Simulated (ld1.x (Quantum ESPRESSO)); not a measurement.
# He: one change to a PAW potential, before and after

helium (He), PAW, made with ld1.x (Quantum ESPRESSO) 7.5 (LDA (PZ), scalar-relativistic). Core none, reference 1s2. Waves: 1s (bound): rcut 0.35, rcutus 0.50 bohr; 1s channel at 3.9 Ry: rcut 0.35, rcutus 0.50 bohr; 2p channel at 0.05 Ry: rcut 0.40, rcutus 0.50 bohr. Local part: all-electron potential smoothed inside 0.45 bohr (lloc = -1). Core correction: none. Augmentation charge: BG, radius 0.35 bohr.

Change: all radii scaled by about 1.24 (s 0.62, p 0.62 bohr, rcut 0.44/0.50); local potential all-electron potential smoothed inside 0.56 bohr (lloc = -1); augmentation BG, radius 0.44 bohr.

Cutoffs: the cutoffs (Ry, on a coarse ladder) from which the occupation-weighted sum of valence levels, in a spherical-Bessel basis at the reference potential, stays within 10 and 1 mRy of its value at 400 Ry; they do not see the model core or the augmentation charge, which bear on the density cutoff. Errors are all-electron minus pseudo energies relative to the spin-unpolarised reference configuration.

**Question.** Predict the effect on cutoff, ghosts and configuration errors.

**Answer.** The potential gets softer (120 Ry and 180 Ry → 90 Ry and 120 Ry); the errors of the 4 common tests hardly move; neither file shows a bound ghost. A larger radius leaves more room for a smooth pseudo-wave, so fewer plane waves are needed.

| quantity | base | changed |
| --- | --- | --- |
| cutoff, loose | 120 Ry | 90 Ry |
| cutoff, tight | 180 Ry | 120 Ry |
| bound ghosts | none | none |
| error for 1s1, meV [ΔE 26.49 eV] | -0.5 | -0.3 |
| error for 1s1.5, meV [ΔE 10.37 eV] | -0.2 | -0.2 |
| error for 1s1 (spin-polarised), meV [ΔE 24.28 eV] | -0.4 | -0.2 |
| error for 1s1.5 (spin-polarised), meV [ΔE 10.02 eV] | -0.2 | -0.1 |
| lowest overlap eigenvalue by channel | s 0.99, p 0.90 | s 0.99, p 0.92 |

Base: ld1.x warns that Blöchl-style (BG) augmentation functions are not a good idea. Changed file: ld1.x warns that Blöchl-style (BG) augmentation functions are not a good idea.
